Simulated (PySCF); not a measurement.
**C₆ coefficients of unlike pairs at PBE0**

Calculated with PySCF 2.14 from the dipole response of each species, C₆(A,B) = (3/π) ∫ α_A(iu) α_B(iu) du, in atomic units, from isotropic polarisabilities. For ions this is the dispersion term alone; charge-induced terms of lower order in 1/R come first.

```tsv
species	configuration	basis	relativity	α (bohr³)	C₆ (like pair)
In	[Kr] 4d10 5s2 5p1 (2P)	aug-cc-pwCVTZ-PP with ECP28MDF (8s7p6d4f1g)	core potential	74.87	776.1
Te⁺	[Kr] 4d10 5s2 5p3 (4S)	def2-QZVPPD with the def2 core potential (28 electrons) (8s7p5d4f1g)	core potential	22.21	188.7
Sb²⁺	[Kr] 4d10 5s2 5p1 (2P)	aug-cc-pVTZ-PP with one added diffuse shell each of d, f type with ECP28MDF (6s5p5d3f)	core potential	15.75	93.64
Hg³⁺	[Xe] 4f14 5d9 (2D)	x2c-TZVPPall with one added diffuse shell each of s, p, d, f type (12s8p8d4f1g)	spin-free X2C	5.596	32.34
```

(1) Estimate C₆ for Hg³⁺ with In.

No spin-orbit coupling is included.

The other pairs:

```
      pair     C₆
 Hg³⁺, Te⁺  70.83
Hg³⁺, Sb²⁺  49.52
   Te⁺, In  353.9
 Sb²⁺, Te⁺  132.9
  Sb²⁺, In  250.0
```

Results:

(1) The integral gives 116.6. The combination rule 2 C_A C_B / (C_A α_B/α_A + C_B α_A/α_B) gives 102.3 and the geometric mean 158.4.
